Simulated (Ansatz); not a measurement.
C2H8Ge, closed shell: at the start structure of a reaction step.

in.yaml

```yaml
crystal:
  periodic: [false, false, false]
  atoms:
    - {symbol: Ge, position_ang: [-0.175756, -0.190600, -0.718827]}
    - {symbol: C, position_ang: [1.241252, 1.056880, -0.211892]}
    - {symbol: C, position_ang: [-1.080758, -0.882412, 0.869756]}
    - {symbol: H, position_ang: [-1.525568, -0.063977, 1.438080]}
    - {symbol: H, position_ang: [-1.197446, 0.527527, -1.626304]}
    - {symbol: H, position_ang: [0.429822, -1.362334, -1.520880]}
    - {symbol: H, position_ang: [0.823351, 1.898455, 0.343106]}
    - {symbol: H, position_ang: [1.977426, 0.556835, 0.419705]}
    - {symbol: H, position_ang: [1.749651, 1.443733, -1.095949]}
    - {symbol: H, position_ang: [-0.370314, -1.404462, 1.512725]}
    - {symbol: H, position_ang: [-1.871662, -1.579546, 0.590580]}
basis:
  gaussian: {orbitals: def2-TZVPP}
hamiltonian: {xc: r2scan, dispersion: d4}
```

Launched with

```bash
ansatz run in.yaml --threads 4 --pin off --events-out ev --progress --plain --max-ram 9574MiB
```

Output of Ansatz 0.2.0:

```
Functional definition: r2SCAN
  name "r2SCAN"
  cite "Furness, Kaplan, Ning, Perdew & Sun, J. Phys. Chem. Lett. 11, 8208 (2020) doi:10.1021/acs.jpclett.0c02405"
  cite "Furness, Kaplan, Ning, Perdew & Sun, J. Phys. Chem. Lett. 11, 9248 (2020) doi:10.1021/acs.jpclett.0c03077"
  parent r2scan
  parameter k0 = 0.174
  parameter k1 = 0.065
  parameter a1 = 4.9479
  exchange = r2scan_x(k0 = k0, k1 = k1, a1 = a1)
  correlation = r2scan_c
1190 factors; their error is unknown
mean field evaluation 1: about -58709.5364 eV, gradient 7.7e1 eV
mean field evaluation 2: about -58697.5824 eV, gradient 9.7e1 eV
mean field evaluation 4: about -58722.2388 eV, gradient 3.1e0 eV
mean field evaluation 8: about -58722.2635 eV, gradient 6.5e-2 eV
mean field evaluation 16: about -58722.2366 eV, gradient 1.9e-4 eV
mean field -58722.23664602 eV, -2158.0023933798 hartree, gradient 1.0e-5 eV, S^2 0.000000; 0 other end points of the search recorded, 0 dependent functions left out
reference -58722.23665846 eV, -2158.0023938369 hartree; 26, 26 occupied and 196, 196 virtual orbitals, 1190 factors
Total energy: -58722.27914295 eV, -2158.0039551130 hartree
```

Hardware: 4 CPU threads of an Arm Neoverse V2, shared host. Wall time about 3.4 s.
